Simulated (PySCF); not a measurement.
YCl3, SMILES [Cl][Y]([Cl])[Cl]. Heavy atoms are numbered as in [Y:1]([Cl:2])([Cl:3])[Cl:4].

Geometry optimised at r2SCAN-D4/def2-SVP. The isomer is the one that the SMILES or the coordinates give; other isomers of the formula were not compared. The def2 effective core potentials stand for the cores of Y; spin–orbit coupling is left out.

Level of theory: PySCF with CAM-B3LYP/def2-TZVPD.

Mulliken values depend strongly on the basis, most of all with diffuse functions as here. ESP charges are fitted to the potential on shells at 1.4 to 2.0 van der Waals radii. Atomic charges (e), one atom of each kind:

```tsv
atom	Mulliken	ESP fit
Y1	1.47	1.22
Cl2	-0.49	-0.40
```
